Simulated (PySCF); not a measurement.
## Spinor energies of As (arsenic, neutral)

Start: [Ar] 3d10 4s1 4p4; 4s1/2 filled at m_j = +1/2; 4p1/2 filled at m_j = +1/2; 4p3/2 filled at m_j = -1/2, +1/2, +3/2. Calculated with PySCF 2.14 in x2c-TZVPall-2c with one added diffuse shell each of s, p, d type (7s8p5d1f, 63 functions): generalised Hartree-Fock with the X2C-1e Hamiltonian and a Gaussian nucleus; one run each with spin-orbit coupling (SO) switched off, then screened by Boettger's factors. This is a chosen level, not necessarily the ground level.

```
spinor shell  electrons  ε, spin-free (eV)  ε, screened SO (eV)  weight of nominal j (screened SO)  rms radius, screened SO (bohr)
       1s1/2          2           -11946.8             -11946.4                              1.000                          0.0524
       2s1/2          2            -1574.3              -1574.2                              1.000                           0.219
       2p1/2          2            -1375.8              -1400.9                              1.000                           0.194
       2p3/2          4            -1375.8              -1363.7                              1.000                           0.197
       3s1/2          2            -227.18              -227.11                              1.000                           0.639
       3p1/2          2            -163.66              -167.31                              0.997                           0.659
       3p3/2          4            -163.66              -161.81                              0.998                           0.670
       3d3/2          4            -58.424              -58.883                              0.946                           0.749
       3d5/2          6            -58.424              -58.017                              0.964                           0.748
       4s1/2          1            -24.543              -24.486                              1.000                            2.09
       4p3/2          3            -10.015              -11.281                              0.648                            2.59
       4p1/2          1            -10.015               -6.189                              0.641                            3.20
```

```csv
quantity,spin-free,screened SO
E (hartree),-2258.64507,-2258.74257
M_J,5/2,5/2
⟨J²⟩,8.809,8.809
⟨L²⟩,2.003,2.011
⟨S²⟩,3.806,3.797
```

Each row is a mean over spinors that exchange with the open shell spreads, by up to 0.973 eV (3s1/2).

Rows whose weight is well below 1 are mixtures of j = l ± 1/2: exchange outweighs spin-orbit coupling there, and the label is only the starting occupation.

⟨J²⟩ departs a little from M_J(M_J + 1) because the unrestricted spinors polarise the closed shells.

Without spin-orbit coupling the j labels of p, d and f shells carry no meaning; the spin-free column gives the mean over the occupied spinors of each nl shell.
